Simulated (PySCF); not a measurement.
C2H8AsGa, singlet, at a GFN2-xTB geometry (such geometries of metal compounds can be far from the true shape). Base run: PBE0/pcseg-1 in PySCF.

Input for PySCF:
```python
from pyscf import gto, scf, dft

mol = gto.M(
    atom='''
Ga    0.411344   -0.567388    0.352852
C     2.183584   -1.248071   -0.444470
H     2.085090   -2.279472   -0.800044
H     2.988089   -1.241523    0.297806
H     2.505930   -0.633570   -1.292635
C    -0.318340   -1.525713    2.022935
H    -0.598253   -2.559395    1.791832
H    -1.207339   -1.022344    2.419574
H     0.427639   -1.567734    2.822820
As   -0.833630    1.287945   -0.699837
H    -2.069467    0.432963   -0.534637
H    -0.565032    0.600627   -2.019298
''',
    basis='pcseg-1',
    charge=0,
    spin=0,
    verbose=5,
)

mf = dft.RKS(mol)
mf.xc = 'pbe0'
mf.kernel()
mf.analyze()
```

Variants of this job, named by their change:

```
change                                                                                                                  ΔE vs base (mEh)  fitting functions  dipole (D)
----------------------------------------------------------------------------------------------------------------------  ----------------  -----------------  ----------
base                                                                                                                               0.000                  -        1.02
auxbasis = autoaux                                                                                                                 0.402               1053        1.02
auxbasis = cc-pvtz-ri                                                                                                           -15569.0                734        0.96
auxbasis = cc-pvdz-jkfit                                                                                                           260.9                666        1.03
auxbasis = def2-svp-ri                                                                                                          -14559.3                462        0.96
only_dfj = on; auxbasis = def2-universal-jfit                                                                                     -0.638                302        1.02
exchange = seminumerical (SGX) (with mf = sgx.sgx_fit(mf, auxbasis='def2-universal-jfit'); with mf.with_df.dfj = True)            -0.656                302        1.02
auxbasis = def2-universal-jfit                                                                                                   10120.1                302        1.07
auxbasis = even-tempered beta=3.0                                                                                                -12.291                737        1.02
auxbasis = default (with mf = mf.density_fit())                                                                                   -0.012               1098        1.02
```

A fitting set is made for a task (jfit for Coulomb, jkfit for Coulomb and exchange, ri for correlation) and for a family of orbital bases.
